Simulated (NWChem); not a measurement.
Species: SiH4S; SMILES [SiH3]S

```xyz
6

Si     0.0154     1.0343     0.0000
S      0.0597    -1.1140     0.0000
H     -0.6639     1.5781     1.2137
H      1.4466     1.4477    -0.0031
H     -0.6692     1.5775    -1.2110
H     -1.2839    -1.2591     0.0001
```
Atoms are numbered in this order, from 1.

Structure relaxed at the PBE0/def2-SVP level.

Question: List the 4 lowest vertical singlet excitations from CAM-B3LYP/def2-SVPD, TDA (NWChem).

Answer: 
```
state  energy (eV)  oscillator strength  leading excitation (squared amplitude)
-----  -----------  -------------------  --------------------------------------
S1            5.99                0.012                      HOMO → LUMO (0.67)
S2            6.19                0.025                    HOMO → LUMO+1 (0.51)
S3            7.32                0.000                    HOMO → LUMO+3 (0.51)
S4            7.63                0.001                    HOMO → LUMO+2 (0.38)
```
